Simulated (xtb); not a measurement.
C5H7FO3 (SMILES C=C(F)C(=O)OCOC), singlet, from a rough starting geometry; GFN2-xTB in xtb 6.7.1.

The xtb input:
```
$ xtb mol.xyz --gfn 2 --opt vtight --json

# file mol.xyz
16

C      3.74038963     0.06325167    -0.22457166
C      2.49081236    -0.01461002    -0.68454629
F      2.31242852    -0.22990539    -2.00637862
C      1.26603653     0.07690407     0.16477396
O      1.34553901     0.24974131     1.42180715
O      0.18591679    -0.06173580    -0.55677768
C     -1.00790766    -0.00935573     0.22447931
O     -2.13592133    -0.21105841    -0.62131208
C     -3.35995488    -0.10007011     0.00496281
H      3.95576559     0.27423347     0.90108249
H      4.60516062     0.05646059    -0.91073245
H     -1.05807301     0.97205784     0.64811113
H     -1.04362496    -0.80810879     0.95523233
H     -3.44499128    -0.92764917     0.82392158
H     -4.22167095    -0.29630527    -0.68741542
H     -3.48160363     0.89902960     0.52499606
```

The log (banner, timings and long lists left out):

```
   ID    Z sym.   atoms
    1    6 C      1, 2, 4, 7, 9
    2    9 F      3
    3    8 O      5, 6, 8
    4    1 H      10-16

           -------------------------------------------------
          |                Calculation Setup                |
           -------------------------------------------------

           -------------------------------------------------
          |                 G F N 2 - x T B                 |
           -------------------------------------------------

          ...................................................
          :                      SETUP                      :
          :.................................................:
          :  # basis functions                  43          :
          :  # atomic orbitals                  43          :
          :  # shells                           25          :
          :  # electrons                        52          :
          :  max. iterations                   250          :
          :  Hamiltonian                  GFN2-xTB          :
          :  restarted?                      false          :
          :  GBSA solvation                  false          :
          :  PC potential                    false          :
          :  electronic temp.          300.0000000     K    :
          :  accuracy                    1.0000000          :
          :  -> integral cutoff          0.2500000E+02      :
          :  -> integral neglect         0.1000000E-07      :
          :  -> SCF convergence          0.1000000E-05 Eh   :
          :  -> wf. convergence          0.1000000E-03 e    :
          :  Broyden damping             0.4000000          :
          :  net charge                          0          :
          :  unpaired electrons                  0          :
          ...................................................

 iter      E             dE          RMSdq      gap      omega  full diag
   1    -31.2997105 -0.312997E+02  0.566E+00    3.90       0.0  T
   2    -31.3605431 -0.608326E-01  0.329E+00    3.42       1.0  T
   3    -31.3493170  0.112261E-01  0.183E+00    3.31       1.0  T
   4    -31.3691009 -0.197839E-01  0.886E-01    3.29       1.0  T
   5    -31.3753280 -0.622706E-02  0.151E-01    3.20       1.0  T
   6    -31.3754477 -0.119674E-03  0.833E-02    3.25       1.0  T
   7    -31.3754608 -0.131211E-04  0.187E-02    3.26       1.3  T
   8    -31.3754613 -0.488250E-06  0.561E-03    3.26       4.5  T
   9    -31.3754614 -0.129159E-06  0.191E-03    3.26      13.1  T
  10    -31.3754614 -0.573845E-08  0.796E-04    3.26      31.4  T
  11    -31.3754614 -0.992856E-09  0.291E-04    3.26      85.8  T

   *** convergence criteria satisfied after 11 iterations ***

         :::::::::::::::::::::::::::::::::::::::::::::::::::::
         ::                     SUMMARY                     ::
         :::::::::::::::::::::::::::::::::::::::::::::::::::::
         :: total energy             -31.143005731241 Eh    ::
         :: gradient norm              0.152960252056 Eh/a0 ::
         :: HOMO-LUMO gap              3.258135289170 eV    ::
         ::.................................................::
         :: SCC energy               -31.375512577698 Eh    ::
         :: -> isotropic ES            0.071799434185 Eh    ::
         :: -> anisotropic ES          0.003047382065 Eh    ::
         :: -> anisotropic XC         -0.001728680375 Eh    ::
         :: -> dispersion             -0.009141306221 Eh    ::
         :: repulsion energy           0.232506846457 Eh    ::
         :: add. restraining           0.000000000000 Eh    ::
         :: total charge              -0.000000000000 e     ::
         :::::::::::::::::::::::::::::::::::::::::::::::::::::

      -----------------------------------------------------------
     |                   =====================                   |
     |                        A N C O P T                        |
[...]
 * total energy  :   -31.1639883 Eh     change       -0.2454688E-02 Eh
 * total energy  :   -31.1647031 Eh     change       -0.7147249E-03 Eh
 * total energy  :   -31.1648864 Eh     change       -0.1833314E-03 Eh
 * total energy  :   -31.1649375 Eh     change       -0.5113695E-04 Eh
 * total energy  :   -31.1649611 Eh     change       -0.2352047E-04 Eh
 * total energy  :   -31.1649681 Eh     change       -0.7012333E-05 Eh
 * total energy  :   -31.1649732 Eh     change       -0.5141500E-05 Eh
 * total energy  :   -31.1649750 Eh     change       -0.1758345E-05 Eh
 * total energy  :   -31.1649762 Eh     change       -0.1261453E-05 Eh
 * total energy  :   -31.1649766 Eh     change       -0.4027704E-06 Eh
 * total energy  :   -31.1649768 Eh     change       -0.1941762E-06 Eh
 * total energy  :   -31.1649769 Eh     change       -0.7365222E-07 Eh
   *** GEOMETRY OPTIMIZATION CONVERGED AFTER 14 ITERATIONS ***
         :: total energy             -31.164976902669 Eh    ::
[...]
        36                          0.1593834               4.3370
        37                          0.1596627               4.3446
       ...                                ...                  ...
        43                          0.6827242              18.5779
      -------------------------------------------------------------
                  HL-Gap            0.1268719 Eh            3.4524 eV
             Fermi-level           -0.3616235 Eh           -9.8403 eV

     #   Z          covCN         q      C6AA      α(0)
     1   6 C        2.841    -0.092    30.289     9.019
     2   6 C        2.745     0.148    24.774     8.150
     3   9 F        0.787    -0.191    11.140     3.943
     4   6 C        2.736     0.350    21.052     7.512
     5   8 O        0.857    -0.400    21.682     6.243
     6   8 O        1.706    -0.222    17.679     5.677
     7   6 C        3.631     0.231    17.358     5.998
     8   8 O        1.702    -0.287    18.771     5.850
     9   6 C        3.665     0.030    20.330     6.467
    10   1 H        0.926     0.099     1.794     2.094
    11   1 H        0.926     0.096     1.818     2.109
    12   1 H        0.922     0.037     2.489     2.467
    13   1 H        0.922     0.038     2.483     2.464
    14   1 H        0.924     0.041     2.433     2.439
    15   1 H        0.925     0.080     1.975     2.198
    16   1 H        0.924     0.041     2.433     2.439

 Mol. C6AA /au·bohr⁶  :       2541.955889
 Mol. C8AA /au·bohr⁸  :      55619.121388
 Mol. α(0) /au        :         75.069292

Wiberg/Mayer (AO) data.
largest (>0.10) Wiberg bond orders for each atom

 ---------------------------------------------------------------------------
     #   Z sym  total        # sym  WBO       # sym  WBO       # sym  WBO
 ---------------------------------------------------------------------------
     1   6 C    3.978 --     2 C    1.843    11 H    0.968    10 H    0.968
     2   6 C    3.896 --     1 C    1.843     4 C    0.984     3 F    0.983
     3   9 F    1.128 --     2 C    0.983
     4   6 C    3.926 --     5 O    1.722     6 O    1.141     2 C    0.984
     5   8 O    2.037 --     4 C    1.722     6 O    0.180
     6   8 O    2.351 --     4 C    1.141     7 C    0.952     5 O    0.180
     7   6 C    3.917 --     8 O    1.011     6 O    0.952    13 H    0.952
                            12 H    0.952
     8   8 O    2.092 --     7 C    1.011     9 C    0.980
     9   6 C    3.936 --     8 O    0.980    15 H    0.978    14 H    0.977
                            16 H    0.977
    10   1 H    0.990 --     1 C    0.968
    11   1 H    0.990 --     1 C    0.968
    12   1 H    0.999 --     7 C    0.952
    13   1 H    0.999 --     7 C    0.952
    14   1 H    0.998 --     9 C    0.977
    15   1 H    0.993 --     9 C    0.978
    16   1 H    0.998 --     9 C    0.977
 ---------------------------------------------------------------------------

Topologies differ in total number of bonds
Writing topology from bond orders to xtbtopo.mol

molecular dipole:
                 x           y           z       tot (Debye)
 q only:       -0.242       0.057       0.399
   full:       -0.279       0.084       0.565       1.615
molecular quadrupole (traceless):
                xx          xy          yy          xz          yz          zz
 q only:       15.751       0.280      -4.144      -2.613      -1.233     -11.607
  q+dip:       14.363      -0.123      -1.243      -4.066      -1.984     -13.120
   full:       14.447      -0.146      -0.815      -4.198      -2.119     -13.632

optimized geometry written to: xtbopt.xyz

           -------------------------------------------------
          | TOTAL ENERGY              -31.164976902669 Eh   |
          | GRADIENT NORM               0.000053920411 Eh/α |
          | HOMO-LUMO GAP               3.452361035689 eV   |
           -------------------------------------------------

normal termination of xtb
```
